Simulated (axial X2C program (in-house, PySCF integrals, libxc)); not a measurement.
## Excited states of HfN⁻ by EOM-EE-CCSD

Computed with an axial X2C code built on PySCF integrals: two-component X2C with atomic mean-field Coulomb and Gaunt terms, Gaussian nuclei, basis Hf dyall-acv3z, N dyall-av3z with contracted cores.

R = 1.731 Å (near the PBE0 minimum at charge -1 of the determinant lowest at the starting distance; the state shown can have its own minimum elsewhere).

Hartree–Fock spinors of HfN⁻ (one of each Kramers pair; a window near the gap, which can cut inner shells):

```tsv
ω	occupied	ε (eV)	character
3/2	yes	-25.43	100% Hf f
1/2	yes	-18.27	61% N s, 16% Hf d, 10% Hf p
1/2	yes	-4.22	62% N p, 26% Hf d, 5% Hf p
3/2	yes	-4.03	60% N p, 30% Hf d, 4% Hf p
1/2	yes	-4.01	61% N p, 27% Hf d, 5% Hf p
1/2	yes	-1.66	64% Hf s, 14% Hf p, 10% N p
3/2	no	2.15	99% Hf p
1/2	no	2.15	99% Hf p
1/2	no	2.19	98% Hf p
1/2	no	2.86	96% Hf s
1/2	no	3.88	87% Hf d, 8% Hf p, 4% N p
3/2	no	3.89	91% Hf d, 5% Hf p, 4% N p
```

Vertical excitation energies from the closed-shell determinant state of HfN⁻:

```csv
Ω,excitation (eV),cm⁻¹,hole of the leading pair,particle of the leading pair,weight of the pair (for Ω = 0 its time-reversed partner can hold as much again),singles weight
0⁻,1.495,12058,"63% Hf sσ, 13% Hf pσ, 10% N pσ","67% Hf pπ, 23% Hf dπ, 7% N pπ",0.49,0.97
0⁺,1.503,12122,"63% Hf sσ, 13% Hf pσ, 10% N pσ","68% Hf pπ, 23% Hf dπ, 7% N pπ",0.49,0.97
1,1.568,12644,"63% Hf sσ, 13% Hf pσ, 10% N pσ","68% Hf pπ, 23% Hf dπ, 7% N pπ",0.54,0.97
2,1.645,13265,"63% Hf sσ, 13% Hf pσ, 10% N pσ","70% Hf pπ, 21% Hf dπ, 8% N pπ",0.97,0.97
1,2.131,17187,"63% Hf sσ, 13% Hf pσ, 10% N pσ","54% Hf pσ, 31% Hf sσ, 10% Hf dσ",0.95,0.96
0⁻,2.133,17200,"63% Hf sσ, 13% Hf pσ, 10% N pσ","54% Hf pσ, 31% Hf sσ, 10% Hf dσ",0.48,0.96
1,2.253,18172,"62% Hf sσ, 11% Hf pσ, 10% Hf dσ","90% Hf pπ, 7% Hf dπ",0.50,0.94
0⁺,2.308,18613,"62% Hf sσ, 12% Hf pσ, 10% N pσ","76% Hf pσ, 17% Hf sσ",0.47,0.95
1,2.496,20135,"63% Hf sσ, 12% Hf pσ, 10% N pσ",94% Hf pπ,0.54,0.96
2,2.515,20282,"63% Hf sσ, 12% Hf pσ, 10% N pσ",95% Hf pπ,0.95,0.96
```

This point took 94 s on 1 thread of Arm Neoverse V2 (shared host).

Reference electrons by ω block (each with its −ω partner): 1/2: 24, 3/2: 11, 5/2: 4, 7/2: 1. 18 electrons of HfN⁻ correlated (inner shells frozen), 84 natural virtual spinors (a truncated set); levels can be off by some tenths of an eV. Roots sought by Ω: (0: 5, 1: 4, 2: 3, 3: 1); rows need 60 % singles weight and stop where some Ω has no more roots. Missing are any skipped roots, higher Ω and states of a further excitation; these come out far too high here and may in truth be low or lowest. T1 of the reference 0.035 (Lee–Taylor). Some roots did not converge and are left out. The highest Hartree–Fock level of the anion lies at -1.66 eV; relaxation, partly offset by correlation, puts the detachment threshold some tenths of an eV to over one eV lower in magnitude, and states above it are held by the basis set and are not bound. Number of frozen shells: Hf 4 s, 3 p, 2 d, 1 f; N 1 s. Large amplitudes in the reference (orbital relaxation or multireference character) lower the reliability.
